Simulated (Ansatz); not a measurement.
Isolated molecules relaxed with PBE0-D4/def2-TZVP in Ansatz; ΔE leaves out vibrations. CCSD(T)/CBS adds triple-zeta CCSD(T) − MP2 to the extrapolated MP2 energy (def2 sets, frozen cores). This one scheme is used for every species. Functionals use def2-TZVPP. B3LYP here is the variant with VWN-RPA as its local correlation; programs differ in this. HSE06 is defined as in plane-wave codes. For Se outer-core shells are correlated without core-valence functions, which leaves a few kJ/mol of doubt a bond. Scalar relativity is left out up to krypton. One conformer a species, not always the lowest.

`F[Si](F)([SeH])[SeH]` + `ClBCl` → `F[SiH](F)[SeH]` + `ClB(Cl)[SeH]`  (redistribution)

```
             level  ΔE (kJ/mol)  difference from CCSD(T)/CBS
       LDA (SPW92)         -1.8                         -4.5
            PBE-D4          2.8                          0.1
         revPBE-D4          3.3                          0.6
           BLYP-D4          4.1                          1.4
         r2SCAN-D4          3.3                          0.6
           PBE0-D4          4.6                          1.9
          B3LYP-D4          5.5                          2.8
        r2SCANh-D4          3.9                          1.2
          HSE06-D4          4.5                          1.8
          BHLYP-D4          8.1                          5.4
      CAM-B3LYP-D4          5.3                          2.6
           ωB97X-V          5.1                          2.4
           ωB97M-V          6.4                          3.7
            B2PLYP          1.8                         -0.9
          PBE-QIDH          2.0                         -0.7
               PBE          1.3                         -1.4
            revPBE          1.9                         -0.8
              BLYP          1.7                         -1.0
            r2SCAN          2.9                          0.2
              PBE0          3.2                          0.5
           r2SCANh          3.4                          0.7
           r2SCAN0          4.2                          1.5
             HSE06          3.1                          0.4
             BHLYP          5.4                          2.7
         CAM-B3LYP          3.7                          1.0
           LC-ωPBE          4.6                          1.9
RPA@PBE/def2-TZVPP         -2.0                         -4.7
       HF/def2-SVP         -0.3                         -3.0
  CCSD(T)/def2-SVP         -9.2                        -11.9
     HF/def2-TZVPP          8.3                          5.6
    MP2/def2-TZVPP         -2.0                         -4.7
SCS-MP2/def2-TZVPP         -1.2                         -3.9
   CCSD/def2-TZVPP          1.7                         -1.0
CCSD(T)/def2-TZVPP          0.4                         -2.3
     HF/def2-QZVPP          8.6                          5.9
    MP2/def2-QZVPP         -0.6                         -3.3
SCS-MP2/def2-QZVPP          0.1                         -2.6
      HF/CBS(def2)          8.6                          5.9
     MP2/CBS(def2)          0.3                         -2.4
    CCSD/CBS(def2)          4.0                          1.3
       CCSD(T)/CBS          2.7                            0
```

Q: What do rigid-rotor, harmonic-oscillator terms from PBE0-D4/def2-TZVP frequencies (298.15 K, 1 bar) make of the CCSD(T)/CBS value? (Best estimate.)

A: Ansatz gave: ΔZPE = -0.4 kJ/mol, ΔH = +1.0 kJ/mol, ΔS = 10 J/(mol·K), ΔG = -2.1 kJ/mol.

Largest T1 diagnostic among the species: 0.012.

Leaving LDA and LC-ωPBE aside and taking each functional with its dispersion term where it has one, the values spread over 6.3 kJ/mol, from B2PLYP to BHLYP-D4. LDA lies −3.1 kJ/mol from PBE without D4. From BLYP to BHLYP (50 % exact exchange), in def2-TZVPP and without D4, ΔE moves by +3.6 kJ/mol.
